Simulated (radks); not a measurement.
Problem. All-electron atom: Xe I in [Xe]. Method: non-relativistic Kohn-Sham, exchange-only B88, spin-polarised, spherical densities, point nucleus; relativity is left out, which matters for an element this heavy; computed with a radial shooting solver on a logarithmic mesh with Libxc functionals. Some entries of the table are withheld. Estimate them.

orbital  occ.  eigenvalue (eV)  <r> (bohr)
1s          2              (1)     0.02814
2s          2              (2)      0.1210
2p          6        -4698.065         (3)
3s          2        -1017.986      0.3205
3p          6        -893.5524         (4)
3d         10              (5)      0.2812
4s          2        -180.9449      0.7467
4p          6        -136.7867      0.7778
4d         10         -60.9699      0.8716
5s          2         -17.0998       1.945
5p          6              (6)       2.353

Solution. 
(1) 1s eigenvalue (eV): -32927.81
(2) 2s eigenvalue (eV): -4992.146
(3) 2p <r> (bohr): 0.1030
(4) 3p <r> (bohr): 0.3107
(5) 3d eigenvalue (eV): -662.0222
(6) 5p eigenvalue (eV): -7.3316
